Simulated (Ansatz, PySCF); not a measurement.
GeH4, SMILES [GeH4]. Atoms are numbered in the order given.

```xyz
5

Ge     0.0000     0.0000     0.0000
H      0.8845    -0.8845    -0.8845
H     -0.8845    -0.8845     0.8845
H     -0.8845     0.8845    -0.8845
H      0.8845     0.8845     0.8845
```

Coordinates come from a ωB97X-D3(BJ)/def2-TZVPD optimisation. The isomer is the one that the SMILES or the coordinates give; other isomers of the formula were not compared.

Two levels are set side by side: PBE-D3(BJ)/def2-TZVPD (Ansatz, a program for electronic structure) and ωB97X-D3(BJ)/def2-TZVPD (PySCF). Each level has its own optimised geometry; the coordinates shown are those of the second. Frequencies come from the Hessian of PySCF at each geometry. Differences are taken from unrounded values.

```
quantity                            ωB97X-D3(BJ)
----------------------------------  ------------
mean bond length (Å)                       1.532
bond Ge1–H2 (Å)                            1.532
bond Ge1–H3 (Å)                            1.532
bond Ge1–H4 (Å)                            1.532
bond Ge1–H5 (Å)                            1.532
highest harmonic wavenumber (cm⁻¹)          2201
mean harmonic wavenumber (cm⁻¹)             1467
zero-point energy (kcal/mol)               18.87
```

What does PBE-D3(BJ) give, and how far is it from ωB97X-D3(BJ)? (Estimate from the structure and the level; the computed values follow.)


```json
[
 {"quantity": "mean bond length (Å)", "PBE-D3(BJ)": "1.544", "PBE-D3(BJ) minus ωB97X-D3(BJ)": "0.012"},
 {"quantity": "bond Ge1–H2 (Å)", "PBE-D3(BJ)": "1.544", "PBE-D3(BJ) minus ωB97X-D3(BJ)": "0.012"},
 {"quantity": "bond Ge1–H3 (Å)", "PBE-D3(BJ)": "1.544", "PBE-D3(BJ) minus ωB97X-D3(BJ)": "0.012"},
 {"quantity": "bond Ge1–H4 (Å)", "PBE-D3(BJ)": "1.544", "PBE-D3(BJ) minus ωB97X-D3(BJ)": "0.012"},
 {"quantity": "bond Ge1–H5 (Å)", "PBE-D3(BJ)": "1.544", "PBE-D3(BJ) minus ωB97X-D3(BJ)": "0.012"},
 {"quantity": "highest harmonic wavenumber (cm⁻¹)", "PBE-D3(BJ)": "2108", "PBE-D3(BJ) minus ωB97X-D3(BJ)": "-93"},
 {"quantity": "mean harmonic wavenumber (cm⁻¹)", "PBE-D3(BJ)": "1396", "PBE-D3(BJ) minus ωB97X-D3(BJ)": "-71"},
 {"quantity": "zero-point energy (kcal/mol)", "PBE-D3(BJ)": "17.96", "PBE-D3(BJ) minus ωB97X-D3(BJ)": "-0.91"}
]
```

GGA bonds tend to be longer and softer than those of functionals with exact exchange. Differences between two approximate levels are no errors against the true value.
